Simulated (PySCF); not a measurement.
# Heteronuclear NMR

Geometry:
| atom | x (Å) | y (Å) | z (Å) |
| --- | --- | --- | --- |
| C1 | 3.343 | 0.726 | 0.062 |
| C2 | 2.858 | -0.517 | -0.031 |
| C3 | 1.427 | -0.836 | -0.049 |
| C4 | 0.997 | -2.109 | -0.155 |
| O5 | 0.629 | 0.242 | 0.047 |
| Si6 | -1.060 | 0.409 | 0.035 |
| C7 | -1.736 | -0.205 | -1.600 |
| C8 | -1.802 | -0.507 | 1.490 |
| C9 | -1.311 | 2.250 | 0.214 |
| H10 | 4.419 | 0.913 | 0.069 |
| H11 | 2.667 | 1.581 | 0.133 |
| H12 | 3.533 | -1.374 | -0.103 |
| H13 | 1.723 | -2.919 | -0.228 |
| H14 | -0.061 | -2.373 | -0.171 |
| H15 | -2.812 | 0.018 | -1.678 |
| H16 | -1.224 | 0.295 | -2.438 |
| H17 | -1.606 | -1.290 | -1.726 |
| H18 | -2.882 | -0.298 | 1.559 |
| H19 | -1.673 | -1.596 | 1.416 |
| H20 | -1.333 | -0.175 | 2.430 |
| H21 | -0.867 | 2.615 | 1.153 |
| H22 | -2.382 | 2.504 | 0.221 |
| H23 | -0.837 | 2.791 | -0.619 |

PySCF 2.14 calculation with σ from GIAO-PBE0/pcSseg-1 and PBE0-D3(BJ)/def2-SVP geometry; a single conformation, in vacuum, equivalent nuclei averaged, non-relativistic Hamiltonian.

Task: Where does 29Si resonate?

Result: 
| atoms | environment | σ (ppm) | δ (ppm) |
| --- | --- | --- | --- |
| Si6 | silicon bonded to 3 C, O | 327.6 | 6.7 |

Shieldings were converted by a linear fit to measured shifts: 29Si: δ = 279.39 − 0.832σ (rms 9.7 ppm, 87 shifts, 23.4 ppm with the 5 outliers that the fit left out vs TMS, solution or neat liquid). Occasional misses reach two or three times the rms, and more in compound classes unlike the fitted ones.

On a 500 MHz spectrometer 29Si resonates near 99.3 MHz, so 1 ppm is 99.3 Hz.

Task: What are the 17O shifts?

Result: 
| atoms | environment | σ (ppm) | δ (ppm) |
| --- | --- | --- | --- |
| O5 | oxygen bonded to C, Si | 204.6 | 81.6 |

Shieldings were converted by a linear fit to measured shifts: 17O (scatter 13.4 ppm rms, 14.2 ppm with the 1 outlier that the fit left out vs liquid water, solution or neat liquid). A few per cent of atoms miss by over 2 rms, more outside the fitted compound classes.

On a 600 MHz spectrometer 17O resonates near 81.3 MHz, so 1 ppm is 81.3 Hz.
